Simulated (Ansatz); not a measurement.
Mulliken charges of `OB1OC1Br` from PBE/def2-TZVPP in Ansatz (PBE0-D4/def2-TZVP geometry).

```json
{"atom": "O1", "x (Å)": "-0.543", "y (Å)": "0.334", "z (Å)": "1.719", "charge (e)": "-0.212"}
{"atom": "B2", "x (Å)": "-0.111", "y (Å)": "-0.044", "z (Å)": "0.517", "charge (e)": "0.115"}
{"atom": "O3", "x (Å)": "-0.158", "y (Å)": "-1.086", "z (Å)": "-0.337", "charge (e)": "-0.196"}
{"atom": "C4", "x (Å)": "0.578", "y (Å)": "0.107", "z (Å)": "-0.805", "charge (e)": "0.032"}
{"atom": "Br5", "x (Å)": "-0.235", "y (Å)": "1.035", "z (Å)": "-2.272", "charge (e)": "-0.087"}
{"atom": "H6", "x (Å)": "-1.087", "y (Å)": "-0.321", "z (Å)": "2.167", "charge (e)": "0.213"}
{"atom": "H7", "x (Å)": "1.618", "y (Å)": "-0.093", "z (Å)": "-1.034", "charge (e)": "0.135"}
```

Task: By hand: the dipole of these point charges (1 e Å = 4.8032 D).

Result: Σ q r = (0.159, -0.031, 0.255) e Å, of length 0.302 e Å = 1.45 D.

Task: How does the dipole of the full density compare? (An estimate is asked.)

Result: Computed: (0.010, -0.173, 0.444) e Å, 2.29 D; the point charges give 0.63 times that, at 33° from its direction.

Point charges leave out the atoms' own dipoles, such as those of lone pairs, and Mulliken's split depends on the basis, so the two needn't agree.
